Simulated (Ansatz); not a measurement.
Reaction (SMILES): CCB(N)N → CC[B]N + [NH2] (NH2) (the B-N bond at the site shown breaks; other sites are not compared here)
Each molecule is optimised on its own at B3LYP-D3(BJ)/def2-TZVP (Ansatz, a first-principles code), one conformer each, not searched for the lowest.

Property: bond dissociation energy (electronic energy difference), in kcal/mol. Cores are frozen in the correlated levels unless marked. UHF or UKS for open shells. No spin-orbit coupling. No relativistic terms. CBS(X,Y): correlation extrapolated as X^-3; Hartree-Fock from the larger set.

| level | program | bond dissociation energy (kcal/mol) |
|---|---|---|
| PBE0/STO-3G | Ansatz | 152.7 |
| PBE0-D3(BJ)/def2-TZVP | Ansatz + dftd3 | ? |
| PBE0/def2-QZVPP | Ansatz | ? |
| r2SCANh-D4/def2-TZVPD | Ansatz + dftd4 | 125.3 |
| HSE06-D3(BJ)/def2-TZVPD | Ansatz + dftd3 | 129.0 |
| LC-wPBE-D3(BJ)/def2-TZVPD | Ansatz + dftd3 | 130.9 |
| LC-wPBE/def2-TZVPD | Ansatz | 129.5 |
| B2GP-PLYP-D4/def2-TZVPD | Ansatz + dftd4 | 131.2 |
| CCSD(T) with core electrons/cc-pwCVTZ | Ansatz | 131.3 |
| CCSD(T)/CBS(cc-pVTZ,cc-pVQZ) | Ansatz | ? |

**Question.** What belongs in the gaps?

**Answer.** 
- PBE0-D3(BJ)/def2-TZVP, bond dissociation energy (kcal/mol): 129.7
- PBE0/def2-QZVPP, bond dissociation energy (kcal/mol): 128.1
- CCSD(T)/CBS(cc-pVTZ,cc-pVQZ), bond dissociation energy (kcal/mol): 132.9
